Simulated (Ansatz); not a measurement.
Ansatz (a program for electronic structure) input (B2PLYP/def2-TZVPD):

Ansatz 0.2 input:
```yaml
crystal:
  periodic: [false, false, false]
  atoms:
    - {symbol: Si, position_ang: [0.00072632, -0.00029779, -0.01695534]}
    - {symbol: F, position_ang: [-0.06775515, 0.02777937, 1.58169715]}
    - {symbol: O, position_ang: [-0.79227925, 1.28866523, -0.60390241]}
    - {symbol: O, position_ang: [1.55523161, 0.04905840, -0.48157087]}
    - {symbol: O, position_ang: [-0.69276481, -1.36650028, -0.55300679]}
    - {symbol: H, position_ang: [-0.50099313, 2.16952486, -0.35688671]}
    - {symbol: H, position_ang: [2.15183597, -0.64594437, -0.19379937]}
    - {symbol: H, position_ang: [-1.61271539, -1.53921261, -0.33937293]}
basis:
  gaussian:
    orbitals: def2-TZVPD
hamiltonian:
  xc: {name: B2PLYP}
magnetization: {spin_polarized: false}
correlation: {electrons: outside_noble_gas}
```

Output:

```
Functional definition: B2PLYP
integrals: 0.43 GiB planned
1488 factors; integrals over basis functions are off by at most 9.4e-4 eV
0.32 GiB of the device are held for the grids
1.26 GiB of device memory are held for the factors and their scratch space
mean field: 1.41 GiB planned
mean field evaluation 1: about -16768.3539 eV, gradient 7.7e1 eV
mean field evaluation 2: about -16768.6041 eV, gradient 7.8e1 eV
mean field evaluation 4: about -16777.4129 eV, gradient 3.3e0 eV
mean field evaluation 8: about -16777.4562 eV, gradient 4.0e-1 eV
mean field evaluation 16: about -16777.4564 eV, gradient 1.1e-4 eV
mean field -16777.45639805 eV, -616.5601504599 hartree, gradient 4.1e-6 eV, S^2 0.000000; 0 other end points of the search recorded, 0 dependent functions left out
9 core orbitals not correlated
reference -16777.45657893 eV, -616.5601571072 hartree; 16, 16 occupied and 205, 205 virtual orbitals, 1488 factors
second order -35.00949635 eV of doubles, -0.00000000 eV of singles
Total energy: -16786.90914295 eV, -616.9075324276 hartree
```
